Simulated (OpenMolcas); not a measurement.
A calculation on Ru⁺.

```yaml
Program: OpenMolcas
Method: CASSCF
Basis: ANO-RCC-VTZP [7s6p4d2f1g]
Scalar_Hamiltonian: DKH2, point nucleus
Active_space: 7 electrons in 6 orbitals (4d 5s)
State_averaging: 2S+1 = 6 even, 6 roots; 2S+1 = 4 even, 50 roots; 2S+1 = 2 even, 105 roots
Spin-orbit_coupling: RASSI with atomic mean-field integrals over the reference wave functions, term energies averaged over their components
```

(1) Which level of the active space comes out lowest?

(2) How high does 4d⁷ ⁴F_9/2 lie?

(3) How high does 4d⁶ 5s ⁶D_5/2 lie?

(4) How high does 4d⁷ ²G_7/2 lie?

## Answers

(1) 4d⁶ 5s ⁶D_9/2, with 82 % of that term.

(2) 631 cm⁻¹ above the lowest level.

(3) 1762 cm⁻¹ above the lowest level.

(4) 13743 cm⁻¹ above the lowest level.

Without dynamic correlation excited terms often stand tens of per cent too high (terms of higher spin than the ground term too low), and those without a measured partner can miss by more than the paired ones. The lowest computed level is not the ground level that NIST lists (4F9/2). Configurations are named by rounded mean occupations; where the s occupation lies near a half they are strongly mixed, a name can repeat and a true partner stay unpaired. A single d shell beside an s shell can misplace configurations of different d count against each other. Only configurations of the active space appear.
